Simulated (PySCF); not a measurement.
All values below come from PBE-D3(BJ)/def2-TZVP // r2SCAN-D4/def2-TZVP run with PySCF. Isolated molecules, 0 K electronic values unless said otherwise. One relaxed conformer stands for a flexible species; it need not be the lowest. 

Reference species (SMILES): `N[SiH3]` (neutral, multiplicity 1).

```yaml
HOMO–LUMO gap: 5.52 eV
```

Changed species: `N[Si](N)(N)N` (0 of 4 NH2 replaced by H; the reference has 3 of 4 NH2 replaced by H).

**Question.** Predict the effect on the HOMO–LUMO gap.

**Answer.** the HOMO–LUMO gap decreases by 0.26 eV, to 5.26 eV.
